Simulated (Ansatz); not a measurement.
Basis-set series for `C#[C][Zr]([Cl])([Cl])[C]#C`. Total charge 0; spin multiplicity 1. Zr takes the def2 core potential. The structure was optimised at the PBE0-D4/def2-TZVP level.

| functional | basis | functions | energy (Eh) | HOMO (eV) | LUMO (eV) |
| --- | --- | --- | --- | --- | --- |
| PBE0-D4 | def2-SVP | 133 | -1120.21814 | -8.48 | -2.84 |
| PBE0-D4 | def2-QZVPP | 509 | -1120.75354 | -8.50 | -2.89 |
| ωB97M-V | def2-SVP | 133 | -1120.53845 | -10.66 | -0.82 |
| ωB97M-V | def2-QZVPP | 509 | -1121.07441 | -10.69 | -0.91 |

(1) Give the rows for def2-TZVPP. (Best estimate.)

Results:

(1) Computed: 
```json
{"functional": "PBE0-D4", "basis": "def2-TZVPP", "functions": "292", "energy (Eh)": "-1120.71613", "HOMO (eV)": "-8.49", "LUMO (eV)": "-2.88"}
{"functional": "ωB97M-V", "basis": "def2-TZVPP", "functions": "292", "energy (Eh)": "-1121.03938", "HOMO (eV)": "-10.68", "LUMO (eV)": "-0.90"}
```
